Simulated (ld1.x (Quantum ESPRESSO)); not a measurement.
u(r) = r·R(r): atom against pseudo-atom (Rh (Z = 45))

Columns: radius, all-electron u(r) and pseudo u(r) of the 5s shell (level -19.67 eV) of rhodium in the configuration [Ar] 3d10 4s2 4p6 4d7 5s0 5p0; PBE, scalar-relativistic, RRKJ scheme, ld1.x (Quantum ESPRESSO) 7.5.

```json
{"r (bohr)": "0.123", "all-electron": "-0.1136", "pseudo": "0.0137"}
{"r (bohr)": "0.245", "all-electron": "0.1935", "pseudo": "0.0280"}
{"r (bohr)": "0.368", "all-electron": "0.1544", "pseudo": "0.0442"}
{"r (bohr)": "0.490", "all-electron": "-0.0768", "pseudo": "0.0628"}
{"r (bohr)": "0.613", "all-electron": "-0.2703", "pseudo": "0.0852"}
{"r (bohr)": "0.735", "all-electron": "-0.3483", "pseudo": "0.1122"}
{"r (bohr)": "0.858", "all-electron": "-0.3207", "pseudo": "0.1453"}
{"r (bohr)": "0.980", "all-electron": "-0.2222", "pseudo": "0.1851"}
{"r (bohr)": "1.103", "all-electron": "-0.0857", "pseudo": "0.2329"}
{"r (bohr)": "1.225", "all-electron": "0.0610", "pseudo": "0.2879"}
{"r (bohr)": "1.348", "all-electron": "0.2037", "pseudo": "0.3500"}
{"r (bohr)": "1.470", "all-electron": "0.3309", "pseudo": "0.4160"}
{"r (bohr)": "1.593", "all-electron": "0.4401", "pseudo": "0.4835"}
{"r (bohr)": "1.715", "all-electron": "0.5282", "pseudo": "0.5471"}
{"r (bohr)": "1.838", "all-electron": "0.5971", "pseudo": "0.6036"}
{"r (bohr)": "1.960", "all-electron": "0.6470", "pseudo": "0.6487"}
{"r (bohr)": "2.083", "all-electron": "0.6809", "pseudo": "0.6812"}
{"r (bohr)": "2.205", "all-electron": "0.7003", "pseudo": "0.7003"}
{"r (bohr)": "2.328", "all-electron": "0.7076", "pseudo": "0.7076"}
{"r (bohr)": "2.450", "all-electron": "0.7048", "pseudo": "0.7048"}
{"r (bohr)": "2.573", "all-electron": "0.6937", "pseudo": "0.6937"}
{"r (bohr)": "2.695", "all-electron": "0.6761", "pseudo": "0.6761"}
{"r (bohr)": "2.818", "all-electron": "0.6533", "pseudo": "0.6533"}
{"r (bohr)": "2.940", "all-electron": "0.6269", "pseudo": "0.6269"}
{"r (bohr)": "3.063", "all-electron": "0.5974", "pseudo": "0.5974"}
{"r (bohr)": "3.185", "all-electron": "0.5663", "pseudo": "0.5663"}
```

How many radial nodes do the two functions have?

The all-electron 5s function has n − l − 1 = 4 (the table is too coarse to show those close to the nucleus); the pseudo-wave has 0, since the states of the same l below it are removed with the core.

At about which radius was the pseudo-wave matched?

2.45 bohr. The columns agree to 0.0005 from 2.08 bohr on; several derivatives are matched, so the curves merge somewhat inside the radius.

Is the pseudo-wave norm-conserving?

Yes: the RRKJ scheme keeps the norm inside the radius equal to the all-electron one, which fixes the energy derivative of the logarithmic derivative at the level.
